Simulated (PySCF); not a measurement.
SMILES [C](F)(F)(F)[Ga]([C](F)(F)F)[F], singlet (CAM-B3LYP/def2-SVP optimised geometry):

```
10

Ga     0.169     0.042     0.000
C     -0.695     1.849     0.000
F     -0.858     2.282     1.260
F     -1.907     1.817    -0.571
F      0.030     2.763    -0.648
C     -0.709    -1.759     0.055
F      0.168    -2.763     0.049
F     -1.526    -1.928    -0.994
F     -1.454    -1.880     1.166
F      1.907     0.042     0.000
```

Level of theory: CAM-B3LYP/def2-TZVP in PySCF.

Question: What are the frontier orbital energies and the dipole moment?

Answer: HOMO-2 -13.43 eV, HOMO-1 -12.30 eV, HOMO -10.74 eV, LUMO -1.50 eV, LUMO+1 -0.23 eV; dipole moment 0.57 D.

Meta-Löwdin charges at CAM-B3LYP/def2-TZVP: Ga1 0.88, C2 0.59, F3 -0.27, F4 -0.27, F5 -0.26, C6 0.59, F7 -0.26, F8 -0.27, F9 -0.27, F10 -0.48.
